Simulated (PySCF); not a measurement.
# WS₂⁻, doublet: data card

All numbers come from UPBE0/[W def2-SVPD with ECP60, S def2-SVPD], scalar-relativistic core potentials, density fitting, no spin–orbit coupling, PySCF.

The structure is a higher-order saddle point with 2 imaginary modes (one degenerate set).

```xyz
3
charge -1 multiplicity 2, angstrom
W     0.0000    0.0000    0.0000
S     0.0000    0.0000    2.2041
S     0.0000    0.0000   -2.2041
```

| Quantity | Value |
| --- | --- |
| Point group | D∞h |
| Bond lengths | W–S 2.204 Å (×2) |
| Bond angles | S–W–S 180.0° |
| Lowest empty level (α) | 0.56 eV |
| Zero-point energy (real modes) | 5.7 kJ/mol |
| Dipole moment about the centre of mass | 0.00 D |
| Principal quadrupole moments (Buckingham, traceless) about the centre of mass | -23.95, 11.97, 11.97 D Å |
| Spin squared ⟨S²⟩ | 0.767 |
| Highest occupied level (β) | -1.61 eV |
| Rotational constants | 0.05427 cm⁻¹ |
| Principal polarisabilities | 88.3, 88.3, 181.5 bohr³ |

Harmonic modes (masses in u: W 183.951, S 31.972):
| symmetry | ω (cm⁻¹) | IR (km/mol, summed over degenerate members) | μ (u) | type |
| --- | --- | --- | --- | --- |
| πu | 103i | – | 40.63 | bend |
| σu+ | 470 | 258 | 40.63 | stretch |
| σg+ | 479 | 0.0 | 31.97 | stretch |

In D∞h the vibrations span πu + σu+ + σg+. The σg+ mode carries no infrared intensity, as symmetry demands. With a centre of inversion only u modes can be infrared active and only g modes Raman active.

Charges (e); Mulliken and Löwdin values are unreliable with diffuse functions:
| atom | Mulliken | Löwdin | polar tensor | spin (Mulliken) | Mayer order to W1 |
| --- | --- | --- | --- | --- | --- |
| W1 | 0.38 | -0.10 | 0.82 | 1.19 | – |
| S2,3 | -0.69 | -0.45 | -0.91 | -0.09 | 1.43 |
Other Mayer orders above 0.3: S–S 0.33.

Mulliken populations on W1 (electrons outside its core potential): s 3.55, p 6.19, d 3.83, f 0.05.

Outer orbital energies (eV). α occupied: -5.53, -4.24, -4.24, -2.92, -2.71, -2.71, -2.67, -2.34; empty: 0.56, 2.05, 2.05, 3.95. β occupied: -13.43, -5.48, -4.06, -4.06, -2.83, -2.83, -2.69, -1.61; empty: 0.88, 1.53, 2.43, 2.43.

This need not be the most stable arrangement of these atoms. Other spin states or occupations of the open shell can lie lower. The lowest empty level of this anion is unbound, so it and the gap depend on the basis. At this level a quartet minimum of C2v symmetry lies 106 kJ/mol below this structure. Spin–orbit coupling, left out here, can matter for elements this heavy.

The final relaxation and frequency run took roughly 2 core-minutes on a shared host.
